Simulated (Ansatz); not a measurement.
**Molecular dynamics of H₃CCl**

Input file:

```yaml
crystal:
  lattice:
    - [8.203132, 0.0, 0.0]
    - [0.0, 8.203132, 0.0]
    - [0.0, 0.0, 8.203132]
  atoms:
    - { symbol: C, position: [0.80131118, 0.83659284, 0.23732189] }
    - { symbol: Cl, position: [0.8351476, 0.88236665, 0.44786981] }
    - { symbol: H, position: [0.75941264, 0.94771669, 0.17900075] }
    - { symbol: H, position: [0.91628343, 0.79736345, 0.18477711] }
    - { symbol: H, position: [0.71025832, 0.74063492, 0.23045022] }
    - { symbol: C, position: [0.52047847, 0.2454556, 0.43668482] }
    - { symbol: Cl, position: [0.5165788, 0.46263038, 0.46544808] }
    - { symbol: H, position: [0.43869702, 0.21612212, 0.33684429] }
    - { symbol: H, position: [0.6451776, 0.20981271, 0.41013508] }
    - { symbol: H, position: [0.47963965, 0.18937529, 0.54936107] }
    - { symbol: C, position: [0.7254599, 0.8884032, 0.85662527] }
    - { symbol: Cl, position: [0.72019437, 1.10730598, 0.85646325] }
    - { symbol: H, position: [0.70580956, 0.84648754, 0.73251062] }
    - { symbol: H, position: [0.84451394, 0.84974777, 0.89933059] }
    - { symbol: H, position: [0.62928038, 0.84480575, 0.93698028] }
    - { symbol: C, position: [0.97792792, 0.43671655, 0.38162519] }
    - { symbol: Cl, position: [1.08818667, 0.28683191, 0.49476173] }
    - { symbol: H, position: [0.85107509, 0.43223026, 0.41962793] }
    - { symbol: H, position: [1.03021968, 0.55529439, 0.40821404] }
    - { symbol: H, position: [0.99108907, 0.40740344, 0.25321758] }
    - { symbol: C, position: [0.26748264, 0.56176145, 0.81258231] }
    - { symbol: Cl, position: [0.199013, 0.6563271, 0.99796352] }
    - { symbol: H, position: [0.31734258, 0.65602132, 0.73394935] }
    - { symbol: H, position: [0.36072146, 0.47292935, 0.84367706] }
    - { symbol: H, position: [0.16455366, 0.50245866, 0.75441669] }
    - { symbol: C, position: [0.21172387, 0.08946925, 0.89883263] }
    - { symbol: Cl, position: [0.16039956, 0.12784288, 1.10754753] }
    - { symbol: H, position: [0.14444573, 0.17517764, 0.82291411] }
    - { symbol: H, position: [0.34271379, 0.10614074, 0.88491591] }
    - { symbol: H, position: [0.17743219, -0.03570736, 0.87175398] }
basis:
  ecutwfc: 500.0
kpoints:
  mp_grid: { grid: [1, 1, 1] }
hamiltonian:
  xc: r2scan
  dispersion: d3bj
scf:
  occupations: { method: fermi_dirac, width: 0.05 }
  lower_state_search: "off"
md:
  timestep: 0.5
  n_steps: 20
  ensemble: nvt_langevin
  temperature: 400.0
  initial_velocities: maxwell_boltzmann
  seed: 144883
  friction: 0.02
```

Launched with:

```bash
$ ansatz run input.yaml --threads 1 --pin off --max-ram 3072MiB --backend cpu --events-out ev --progress --plain --runs-dir out
```

It starts from a partly relaxed structure (largest force component 0.13 eV/Å).

Output, in part (step lines):

```
md step     0: t =     0.00 fs  T =   386.7 K  F+E_penalty+E_count = -8306.93291033 eV  E_kin = 1.499416 eV  (9 SCF iters)
md step     1: t =     0.50 fs  T =   388.3 K  F+E_penalty+E_count = -8306.90011125 eV  E_kin = 1.505825 eV  (7 SCF iters)
md step     2: t =     1.00 fs  T =   352.9 K  F+E_penalty+E_count = -8306.80555384 eV  E_kin = 1.368287 eV  (7 SCF iters)
md step     3: t =     1.50 fs  T =   335.8 K  F+E_penalty+E_count = -8306.67861994 eV  E_kin = 1.302330 eV  (7 SCF iters)
md step     4: t =     2.00 fs  T =   299.6 K  F+E_penalty+E_count = -8306.55342108 eV  E_kin = 1.161800 eV  (7 SCF iters)
md step     5: t =     2.50 fs  T =   283.7 K  F+E_penalty+E_count = -8306.45268875 eV  E_kin = 1.100230 eV  (5 SCF iters)
md step     6: t =     3.00 fs  T =   267.0 K  F+E_penalty+E_count = -8306.39212329 eV  E_kin = 1.035479 eV  (5 SCF iters)
md step     7: t =     3.50 fs  T =   275.3 K  F+E_penalty+E_count = -8306.36280543 eV  E_kin = 1.067528 eV  (5 SCF iters)
md step     8: t =     4.00 fs  T =   269.9 K  F+E_penalty+E_count = -8306.34511103 eV  E_kin = 1.046538 eV  (5 SCF iters)
md step     9: t =     4.50 fs  T =   273.4 K  F+E_penalty+E_count = -8306.31841435 eV  E_kin = 1.060133 eV  (5 SCF iters)
md step    10: t =     5.00 fs  T =   266.1 K  F+E_penalty+E_count = -8306.25945279 eV  E_kin = 1.031849 eV  (7 SCF iters)
md step    11: t =     5.50 fs  T =   230.0 K  F+E_penalty+E_count = -8306.16734291 eV  E_kin = 0.891750 eV  (5 SCF iters)
md step    12: t =     6.00 fs  T =   204.2 K  F+E_penalty+E_count = -8306.06633765 eV  E_kin = 0.791706 eV  (5 SCF iters)
md step    13: t =     6.50 fs  T =   188.0 K  F+E_penalty+E_count = -8305.97871713 eV  E_kin = 0.728983 eV  (5 SCF iters)
md step    14: t =     7.00 fs  T =   180.9 K  F+E_penalty+E_count = -8305.92617951 eV  E_kin = 0.701654 eV  (5 SCF iters)
md step    15: t =     7.50 fs  T =   198.4 K  F+E_penalty+E_count = -8305.92405309 eV  E_kin = 0.769436 eV  (5 SCF iters)
md step    16: t =     8.00 fs  T =   213.9 K  F+E_penalty+E_count = -8305.97126730 eV  E_kin = 0.829279 eV  (5 SCF iters)
md step    17: t =     8.50 fs  T =   239.8 K  F+E_penalty+E_count = -8306.05666674 eV  E_kin = 0.930001 eV  (5 SCF iters)
md step    18: t =     9.00 fs  T =   263.1 K  F+E_penalty+E_count = -8306.15708117 eV  E_kin = 1.020254 eV  (5 SCF iters)
md step    19: t =     9.50 fs  T =   288.3 K  F+E_penalty+E_count = -8306.25217041 eV  E_kin = 1.117928 eV  (5 SCF iters)
md step    20: t =    10.00 fs  T =   313.1 K  F+E_penalty+E_count = -8306.32919955 eV  E_kin = 1.214028 eV  (7 SCF iters)
```

The run went to its last step. The mean temperature of the second half is 41 % below the set value. A run of 0.01 ps of so small a system gives no equilibrium averages. Limits of this set-up: coarse k mesh.

Mean squared displacements from the first frame to the last, about the centre of mass: C 0.00 Å², Cl 0.00 Å², H 0.03 Å².

Last frame:

```xyz
30
Lattice="8.2031 0.0000 0.0000 0.0000 8.2031 0.0000 0.0000 0.0000 8.2031" Properties=species:S:1:pos:R:3
C 6.555 6.876 1.895
Cl 6.878 7.260 3.679
H 6.311 7.811 1.382
H 7.482 6.458 1.506
H 5.770 6.143 1.877
C 4.216 2.044 3.581
Cl 4.268 3.823 3.816
H 3.440 1.770 2.883
H 5.224 1.748 3.244
H 3.914 1.651 4.559
C 5.933 7.250 7.072
Cl 5.920 9.087 7.026
H 5.685 6.831 6.120
H 6.869 6.883 7.464
H 5.187 7.164 7.801
C 8.002 3.541 3.154
Cl 8.932 2.306 4.036
H 6.940 3.515 3.391
H 8.408 4.533 3.334
H 8.180 3.248 2.129
C 2.237 4.616 6.603
Cl 1.571 5.375 8.199
H 2.550 5.515 6.008
H 2.988 3.822 6.837
H 1.410 4.084 6.144
C 1.732 0.719 7.418
Cl 1.337 1.072 9.110
H 0.996 1.263 6.840
H 2.735 0.967 7.095
H 1.562 -0.346 7.337
```

Run time: 5.3 min on 1 thread of Intel(R) Xeon(R) 6975P-C (Granite Rapids), with other jobs on the host, peak memory 1.4 GiB.
